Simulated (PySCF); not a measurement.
Q: What does the PBE0-D3(BJ)/def2-SVP structure of `[CH2]1C[SiH2][O][AlH]1` look like in three dimensions?

A: 
```xyz
12
C2H7AlOSi angstrom
C     -1.2948    0.1432   -0.0656
C     -0.2962   -1.0301   -0.2311
Si     1.4367   -0.4812    0.3383
O      1.3943    1.1737    0.0875
Al    -0.2015    1.7776   -0.2045
H     -2.1585    0.0597   -0.7450
H     -1.7253    0.1370    0.9547
H     -0.2055   -1.2910   -1.3008
H     -0.6342   -1.9512    0.2739
H      2.5240   -1.1160   -0.4662
H      1.6738   -0.7775    1.7868
H     -0.4740    3.3175   -0.4352
```

Any rigid rotation of these coordinates is as good. Atoms count from 1 in this order. The 5-membered ring C1–C2–Si3–O4–Al5 has internal angles of 102.1° to 113.2° (sum 533°, against 540° for a flat polygon); it is puckered, 0.13 Å rms from its mean plane, widest ring torsion 27°. Al5 (aluminium bonded to C, O and H) is planar (angles 136.3°, 121.6° and 102.1°, sum 359.9°, 0.02 Å off the plane of its three neighbours). Si3 (oxygen-bound silicon) is distorted tetrahedral (angles from 102.5° to 112.2°).

Bonds between heavy atoms (Å): C1–C2 1.550, C2–Si3 1.905, Si3–O4 1.674, O4–Al5 1.731, C1–Al5 1.971.

Method used: PySCF 2.14.0, PBE0-D3(BJ)/def2-SVP geometry optimisation, gas phase.

Point group: C1 (no symmetry element, even within 0.4 Å). Whether it is a minimum is left open (no frequencies). The numbers are those of one conformer (Al5–C1–C2–Si3 27°, C1–C2–Si3–O4 -27°, C2–Si3–O4–Al5 13°, Si3–O4–Al5–C1 1°).
